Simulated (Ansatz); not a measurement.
HfO (`[O]=[Hf]`) at its PBE0-D4/def2-TZVP geometry, where that method's forces vanish. The species carries charge 0 and has multiplicity 1. Hf takes the def2 core potential.

```xyz
2

O     0.2459   -0.3317    0.7550
Hf   -0.2459    0.3317   -0.7550
```

Problem. What forces (eV/Å) does B3LYP-D4/def2-TZVPP give on these atoms in the Gaussian-basis code of Ansatz? (Estimate.)

Solution. Computed: 
```
O1   0.141 -0.190  0.434
Hf2 -0.141  0.190 -0.434
```

B3LYP here is the variant with VWN-RPA as its local correlation; programs differ in this.
